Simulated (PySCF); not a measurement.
## Radial density of N⁺ (nitrogen, charge +1)

UHF, [He] 2s1 2p2 3s1, high-spin 5P determinant (an excited configuration). Calculation: PySCF 2.14, in x2c-QZVPPall with one added diffuse shell each of s, p, d, f type (8s5p4d3f1g, 73 functions); scalar relativity by spin-free X2C-1e.

```csv
r (bohr),4πr²ρ (e/bohr),4πr²(ρα − ρβ)
0.00425,0.04539,0.0016
0.00715,0.1220,0.0043
0.0120,0.3195,0.0113
0.0202,0.8010,0.0281
0.0340,1.861,0.0649
0.0573,3.803,0.1310
0.0963,6.279,0.2101
0.162,7.295,0.2429
0.273,4.919,0.3257
0.458,2.267,1.1142
0.771,2.584,2.5245
1.30,1.930,1.9297
2.18,0.4647,0.4647
3.67,0.3326,0.3326
6.17,0.05509,0.0551
10.4,5.242e-05,0.0001
```

Densities and radii are taken from the X2C orbitals without a picture-change correction, which distorts them close to the nucleus.

The outer electron is Rydberg-like, and this basis confines it to a smaller radius and binds it less than a complete one would.
